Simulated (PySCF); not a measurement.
Vertical excitations of a molecule C4H12Si from TDA-ωB97X/def2-SVPD run with PySCF 2.14.0, as energy in eV (oscillator strength): 8.52 (0.109), 8.52 (0.109), 8.52 (0.109), 9.52 (0.000), 9.77 (0.047), 9.77 (0.047), 9.77 (0.047), 9.78 (0.000), 9.78 (0.000), 9.78 (0.000). Lowest triplet (TDA): 8.32 eV. Geometry optimised at PBE0-D3(BJ)/def2-SVP. One conformer was computed; it need not be the lowest.

Problem. Identify the compound among the candidates.
A) C[Si](C)(C)C
B) C[SiH2]C(C)C
C) CC[C@@H](C)[SiH3]
D) CCC[SiH2]C

Solution. A, C[Si](C)(C)C
